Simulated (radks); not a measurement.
The numbers below are computed, except where a source is named.
Effect of the nuclear size on the niobium ion Nb+, [Kr] 4d4. Level of theory: Dirac Kohn-Sham, exchange-only LDA, spin-unpolarised, spherical densities, finite nucleus; open shells are shared between the two j in proportion to 2j + 1; Fermi nuclear charge, rms radius 4.324 fm (a radial shooting solver on a logarithmic mesh with Libxc functionals). The rms radius is varied about that value; shifts are against it.

rms radius (fm),total energy shift (eV),density at nucleus (e/bohr^3),1s1/2 shift (meV),2s1/2 shift (meV),4s1/2 shift (meV),5s1/2 (empty) shift (meV)
3.5846,-0.396,8.372e+04,-168,-17.8,-0.507,-0.057
3.9348,-0.217,8.292e+04,-91.7,-9.73,-0.277,-0.031
4.324,0,8.211e+04,0.000,0.000,0.000,0.000
4.6224,0.179,8.155e+04,75.6,8.02,0.229,0.025
4.8602,0.328,8.113e+04,139,14.7,0.420,0.047

Slopes of the eigenvalues against <r^2> in GHz/fm^2, as finite differences over the two radii next to the reference (eigenvalue slopes, not the field-shift constants of lines): 1s1/2 6870, 2s1/2 729, 4s1/2 20.8, 5s1/2 (empty) 2.32.
